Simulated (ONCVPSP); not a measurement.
## beryllium, ONCV: configuration errors across variants

Be (Z = 4), optimised norm-conserving Vanderbilt (ONCV), made with ONCVPSP 4.0.1 (PBE, scalar-relativistic). Core [He], reference 2s2. Waves: 2s: rc 2.15 bohr, ncon 5, nbas 9, qcut 2.7 1/bohr, 2 projectors, debl 3.7 Ha; p scattering state at 0.07 Ha: rc 1.65 bohr, ncon 4, nbas 7, qcut 4.4 1/bohr, 2 projectors, debl 1.6 Ha; d scattering state at 0.02 Ha: rc 1.85 bohr, ncon 5, nbas 8, qcut 6.1 1/bohr, 2 projectors, debl 0.8 Ha. Local part: polynomial inside 1.65 bohr (lpopt 5, dvloc0 0 Ha). Core correction: none.

In the p channel the program set the typed energies aside and used 0.050, 1.650 Ha.

All-electron excitation energies from the reference (eV): (1) 2s1 9.551; (2) 2s1.5 3.761; (3) 2s1 2p1 3.612.

1 further variants failed, have other tests or too few solved ones, and are left out.

A true bound ghost makes a file unfit for plane-wave use even where its test errors are small: the radial tests pick states by their node count and pass the ghost by.

Errors AE − PS in meV (a dash: test not solved or not reliable):

```tsv
change	(1)	(2)	(3)	bound ghosts	GHOST(+) flags above zero
base	+6.0	+0.6	+0.7	none	none
s: qcut 2.2; p: qcut 3.5; d: qcut 4.9	+4.9	+0.4	+0.8	none	none
s: qcut 2.6; p: qcut 4.2; d: qcut 5.8	+5.8	+0.6	+0.7	none	none
s: qcut 2.8; p: qcut 4.6; d: qcut 6.4	+6.3	+0.7	+0.8	d	d
s: qcut 3.2; p: qcut 5.3; d: qcut 7.3	+7.3	+0.8	+1.6	none	none
s: qcut 3.5; p: qcut 5.6; d: qcut 7.8	+7.9	+0.9	+2.3	none	none
```

Task: Give the same row for: s: qcut 1.7; p: qcut 2.8; d: qcut 3.9.

Result: +4.4, +0.3, +1.2; bound ghosts: none; GHOST(+) flags above zero: none.
